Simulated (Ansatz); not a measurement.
The cluster Co2S2, relaxed as a singlet with RKS r2SCAN-D4/def2-SVP in Ansatz, starting from the GFN2-xTB geometry. Force threshold 0.02 eV/Å.

The restricted singlet is unstable towards broken spin symmetry in Hartree–Fock (as tested in another run); at r2SCAN-D4/def2-SVP this wasn't settled. Another isomer (quintet) lies 3.09 eV lower at PBE0-D4/def2-TZVP; other spin states weren't run for this one.

Start:

```xyz
4

Co   -0.9307   -0.5335   -1.3497
Co   -0.0591    0.0668    0.4029
S    -0.1170    0.4395    2.3169
S     1.1068    0.0273   -1.3700
```

| step | energy (eV) | largest force component (eV/Å) | SCF passes |
| --- | --- | --- | --- |
| 1 | -96904.9326 | 1.247 | 105 |
| 2 | -96905.0232 | 0.581 | 46 |
| 3 | -96905.0448 | 0.273 | 101 |
| 4 | -96905.0512 | 0.218 | 59 |
| 5 | -96905.0802 | 0.225 | 63 |
| 6 (rejected) | -96905.0738 | 0.746 | 63 |
| 7 | -96905.1000 | 0.096 | 57 |
| 8 | -96905.1188 | 0.145 | 51 |
| 9 | -96905.1589 | 0.421 | 52 |
| 10 | -96905.2932 | 0.931 | 63 |
| 11 | -96905.6628 | 1.179 | 58 |
| 12 | -96906.1413 | 0.748 | 47 |
| 13 | -96906.1867 | 0.788 | 41 |
| 14 | -96906.2728 | 0.320 | 33 |
| 15 | -96906.2791 | 0.090 | 27 |
| 16 | -96906.2794 | 0.036 | 28 |
| 17 | -96906.2797 | 0.009 | 29 |

Force components are those of the run's own axes.

End:

Cartesian coordinates in Å:
```
Co -0.8745 -0.5920 -0.4571
Co 0.1394 1.1382 0.0963
S -0.3314 -0.3039 1.5577
S 1.0665 -0.2423 -1.1969
```

Bonds formed: Co1–S3 (atoms count from 1).

No frequencies were taken in this run, so the end may be a saddle point.

Run time 46 s (4 threads of AMD EPYC 7R43 on a shared host).
